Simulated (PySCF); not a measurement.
Computed spectra and the visible range. Vertical TDDFT excitations of isolated species (PySCF; the level stands beside each; core orbitals frozen in the response), one conformer each, no solvent. Relativistic effects are left out although some hold elements past zinc.

1. `P#Cc1ccco1`
2. `O=COC1=C[N+]([O-])=CC=C1`
3. `FC(F)(F)C1=NN([SiH3])N=C1`
4. `ClCC(Cl)=C1CCCC1`
5. `CC1=CC(=O)C=CC1=O`
6. `C=CC(F)(F)C(F)(F)C(F)(F)F`
7. `C[S+](C)[AlH2-][S][SiH3]`
8. `[NH2][GeH2][C](=O)O`

Task: For which of them does the calculation put a singlet between 380 and 750 nm?

Result: 5.

1. (B3LYP/def2-SVPD on a GFN2-xTB geometry) 367 nm (f 0.000); 316 nm (f 0.253); 290 nm (f 0.000); 229 nm (f 0.237); 219 nm (f 0.300). No computed singlet lies in the visible range (380 to 750 nm); the lowest, at 367 nm, stands 0.12 eV above its violet end (3.26 eV); a Tamm–Dancoff triplet lies at 520 nm, without intensity as long as spin–orbit coupling is left out.
2. (PBE0/def2-SVPD on a GFN2-xTB geometry) 292 nm (f 0.020); 286 nm (f 0.000); 253 nm (f 0.148); 244 nm (f 0.000); 223 nm (f 0.081).
3. (PBE0/def2-SVPD on a GFN2-xTB geometry) 207 nm (f 0.000); 189 nm (f 0.231); 177 nm (f 0.008); 174 nm (f 0.004); 171 nm (f 0.017).
4. (B3LYP/def2-SVPD on a PBE0-D3(BJ)/def2-SVP geometry) 228 nm (f 0.267); 206 nm (f 0.015); 201 nm (f 0.007); 200 nm (f 0.017); 200 nm (f 0.001).
5. (B3LYP/def2-SVPD on a PBE0-D3(BJ)/def2-SVP geometry) 489 nm (f 0.000); 441 nm (f 0.000); 346 nm (f 0.008); 255 nm (f 0.281); 224 nm (f 0.001). 2 computed singlets (S1 to S2) lie in the visible range (380 to 750 nm), S1 for one at 489 nm, dark in the vertical dipole picture (f under 0.0005); light of that wavelength is green-blue to blue-green, and its complementary colour is orange to red.
6. (CAM-B3LYP/def2-SVPD on a PBE0-D3(BJ)/def2-SVP geometry) 164 nm (f 0.444); 158 nm (f 0.005); 150 nm (f 0.050); 140 nm (f 0.003); 137 nm (f 0.003).
7. (wB97X-D/def2-SVPD on a PBE0-D3(BJ)/def2-SVP geometry) 203 nm (f 0.034); 196 nm (f 0.020); 191 nm (f 0.010); 183 nm (f 0.027); 178 nm (f 0.007).
8. (wB97X-D/def2-SVPD on a PBE0-D3(BJ)/def2-SVP geometry) 250 nm (f 0.008); 194 nm (f 0.034); 175 nm (f 0.087); 167 nm (f 0.062); 158 nm (f 0.017).
